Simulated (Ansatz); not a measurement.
Ansatz (a program for electronic structure) input:

Ansatz 0.2 input:
```yaml
crystal:
  periodic: [false, false, false]
  atoms:
    - {symbol: Zr, position_ang: [-0.28359222, -0.00722712, -0.07186266]}
    - {symbol: F, position_ang: [1.54631172, 0.03940653, 0.39183755]}
    - {symbol: H, position_ang: [-1.26605758, 0.71713772, 1.31981946]}
    - {symbol: H, position_ang: [-0.77781125, -1.76823986, -0.35700022]}
    - {symbol: H, position_ang: [-0.52924781, 0.98552830, -1.61485059]}
basis:
  gaussian:
    orbitals: def2-TZVP
hamiltonian:
  xc: {name: HF}
relax: {f_tol: 0.003, max_steps: 100}
```

Q: What final total energy does it print?

A: -147.78987 Eh (HF/def2-TZVP). The basis has 89 functions.
